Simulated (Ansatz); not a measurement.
The cluster Cu2F2. The state is a singlet with charge 0. Geometry PBE-D4/def2-SVP.

```xyz
4

Cu    0.0761   -0.2669   -0.5547
Cu   -0.1377    0.7589    1.5614
F     1.5609   -0.5507   -1.4276
F    -1.4993    0.0587    0.4209
```

The 6-31G sets use Cartesian d functions. The restricted singlet is unstable towards broken spin symmetry in Hartree–Fock (as tested in another run); at HF/6-31G this wasn't settled. Another isomer (singlet) lies 0.08 eV lower at PBE0-D4/def2-TZVP.

(1) Estimate the orbital energies around the gap (eV) in Ansatz with HF/6-31G, PBE-D4/def2-SVP, r2SCAN-D4/def2-TZVPD, r2SCANh-D4/def2-TZVP, PBE0-D4/def2-TZVPD.

## Answers

(1) 
```json
{"orbital": "HOMO−13", "HF/6-31G": "-16.19", "PBE-D4/def2-SVP": "-9.05", "r2SCAN-D4/def2-TZVPD": "-10.26", "r2SCANh-D4/def2-TZVP": "-10.94", "PBE0-D4/def2-TZVPD": "-11.81"}
{"orbital": "HOMO−12", "HF/6-31G": "-14.55", "PBE-D4/def2-SVP": "-8.15", "r2SCAN-D4/def2-TZVPD": "-9.26", "r2SCANh-D4/def2-TZVP": "-9.72", "PBE0-D4/def2-TZVPD": "-10.49"}
{"orbital": "HOMO−11", "HF/6-31G": "-14.37", "PBE-D4/def2-SVP": "-7.37", "r2SCAN-D4/def2-TZVPD": "-8.48", "r2SCANh-D4/def2-TZVP": "-9.12", "PBE0-D4/def2-TZVPD": "-10.06"}
{"orbital": "HOMO−10", "HF/6-31G": "-13.86", "PBE-D4/def2-SVP": "-7.19", "r2SCAN-D4/def2-TZVPD": "-8.36", "r2SCANh-D4/def2-TZVP": "-8.96", "PBE0-D4/def2-TZVPD": "-9.85"}
{"orbital": "HOMO−9", "HF/6-31G": "-13.64", "PBE-D4/def2-SVP": "-6.80", "r2SCAN-D4/def2-TZVPD": "-7.78", "r2SCANh-D4/def2-TZVP": "-8.54", "PBE0-D4/def2-TZVPD": "-9.62"}
{"orbital": "HOMO−8", "HF/6-31G": "-13.59", "PBE-D4/def2-SVP": "-6.35", "r2SCAN-D4/def2-TZVPD": "-7.42", "r2SCANh-D4/def2-TZVP": "-8.30", "PBE0-D4/def2-TZVPD": "-9.50"}
{"orbital": "HOMO−7", "HF/6-31G": "-13.25", "PBE-D4/def2-SVP": "-6.05", "r2SCAN-D4/def2-TZVPD": "-7.16", "r2SCANh-D4/def2-TZVP": "-8.03", "PBE0-D4/def2-TZVPD": "-9.20"}
{"orbital": "HOMO−6", "HF/6-31G": "-13.23", "PBE-D4/def2-SVP": "-6.02", "r2SCAN-D4/def2-TZVPD": "-7.06", "r2SCANh-D4/def2-TZVP": "-7.94", "PBE0-D4/def2-TZVPD": "-9.13"}
{"orbital": "HOMO−5", "HF/6-31G": "-13.15", "PBE-D4/def2-SVP": "-5.97", "r2SCAN-D4/def2-TZVPD": "-7.00", "r2SCANh-D4/def2-TZVP": "-7.81", "PBE0-D4/def2-TZVPD": "-8.92"}
{"orbital": "HOMO−4", "HF/6-31G": "-12.94", "PBE-D4/def2-SVP": "-5.86", "r2SCAN-D4/def2-TZVPD": "-6.74", "r2SCANh-D4/def2-TZVP": "-7.54", "PBE0-D4/def2-TZVPD": "-8.62"}
{"orbital": "HOMO−3", "HF/6-31G": "-12.48", "PBE-D4/def2-SVP": "-5.85", "r2SCAN-D4/def2-TZVPD": "-6.73", "r2SCANh-D4/def2-TZVP": "-7.50", "PBE0-D4/def2-TZVPD": "-8.56"}
{"orbital": "HOMO−2", "HF/6-31G": "-12.12", "PBE-D4/def2-SVP": "-5.49", "r2SCAN-D4/def2-TZVPD": "-6.24", "r2SCANh-D4/def2-TZVP": "-6.84", "PBE0-D4/def2-TZVPD": "-7.74"}
{"orbital": "HOMO−1", "HF/6-31G": "-11.84", "PBE-D4/def2-SVP": "-5.17", "r2SCAN-D4/def2-TZVPD": "-6.10", "r2SCANh-D4/def2-TZVP": "-6.79", "PBE0-D4/def2-TZVPD": "-7.73"}
{"orbital": "HOMO", "HF/6-31G": "-9.35", "PBE-D4/def2-SVP": "-5.12", "r2SCAN-D4/def2-TZVPD": "-6.02", "r2SCANh-D4/def2-TZVP": "-6.56", "PBE0-D4/def2-TZVPD": "-7.29"}
{"orbital": "LUMO", "HF/6-31G": "-0.64", "PBE-D4/def2-SVP": "-4.09", "r2SCAN-D4/def2-TZVPD": "-4.40", "r2SCANh-D4/def2-TZVP": "-4.04", "PBE0-D4/def2-TZVPD": "-3.73"}
{"orbital": "LUMO+1", "HF/6-31G": "1.49", "PBE-D4/def2-SVP": "-0.93", "r2SCAN-D4/def2-TZVPD": "-1.33", "r2SCANh-D4/def2-TZVP": "-0.78", "PBE0-D4/def2-TZVPD": "-0.68"}
{"orbital": "LUMO+2", "HF/6-31G": "1.87", "PBE-D4/def2-SVP": "0.45", "r2SCAN-D4/def2-TZVPD": "-1.02", "r2SCANh-D4/def2-TZVP": "0.60", "PBE0-D4/def2-TZVPD": "-0.68"}
{"orbital": "LUMO+3", "HF/6-31G": "3.15", "PBE-D4/def2-SVP": "0.62", "r2SCAN-D4/def2-TZVPD": "-0.53", "r2SCANh-D4/def2-TZVP": "0.61", "PBE0-D4/def2-TZVPD": "-0.13"}
{"orbital": "LUMO+4", "HF/6-31G": "3.69", "PBE-D4/def2-SVP": "1.70", "r2SCAN-D4/def2-TZVPD": "0.62", "r2SCANh-D4/def2-TZVP": "2.20", "PBE0-D4/def2-TZVPD": "0.80"}
{"orbital": "LUMO+5", "HF/6-31G": "3.77", "PBE-D4/def2-SVP": "2.77", "r2SCAN-D4/def2-TZVPD": "1.06", "r2SCANh-D4/def2-TZVP": "2.43", "PBE0-D4/def2-TZVPD": "1.28"}
```
